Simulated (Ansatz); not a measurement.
Start from `CO[CH2][GaH][ZnH]` and change one atom or group to get `CO[CH2][AlH][F]`.

Ansatz, PBE0-D4/def2-TZVP geometries, multiplicity 1. Each molecule was computed in one conformer, which needn't be the lowest.

Scalar relativity is left out up to krypton.

| property | `CO[CH2][GaH][ZnH]` |
| --- | --- |
| size of the dipole moment (B3LYP/def2-TZVPP) / D | 1.00 |
| HOMO–LUMO gap (PBE/def2-TZVPP) / eV | 2.20 |
| size of the dipole moment (PBE/def2-TZVPP) / D | 0.97 |
| LUMO energy (ωB97M-V/def2-TZVPP) / eV | -0.52 |
| HOMO energy (B3LYP/def2-TZVPP) / eV | -6.04 |
| HOMO–LUMO gap (ωB97M-V/def2-TZVPP) / eV | 7.78 |

Problem. What does the change do to each property? (Best estimate.)

Solution. Ansatz gave: 
```json
{"property": "size of the dipole moment (B3LYP/def2-TZVPP) / D", "`CO[CH2][AlH][F]`": "1.46", "shift": "0.46"}
{"property": "HOMO–LUMO gap (PBE/def2-TZVPP) / eV", "`CO[CH2][AlH][F]`": "3.80", "shift": "1.60"}
{"property": "size of the dipole moment (PBE/def2-TZVPP) / D", "`CO[CH2][AlH][F]`": "1.47", "shift": "0.50"}
{"property": "LUMO energy (ωB97M-V/def2-TZVPP) / eV", "`CO[CH2][AlH][F]`": "0.59", "shift": "1.11"}
{"property": "HOMO energy (B3LYP/def2-TZVPP) / eV", "`CO[CH2][AlH][F]`": "-6.77", "shift": "-0.73"}
{"property": "HOMO–LUMO gap (ωB97M-V/def2-TZVPP) / eV", "`CO[CH2][AlH][F]`": "9.85", "shift": "2.07"}
```

With PBE0 the HOMO falls by 0.75 eV and the LUMO rises by 1.16 eV, so the gap widens by about 1.91 eV. PBE moves the HOMO by -0.48 eV and ωB97M-V by -0.97 eV. Dipoles are sizes alone; their direction can turn.

B3LYP here is the variant with VWN-RPA as its local correlation; programs differ in this.
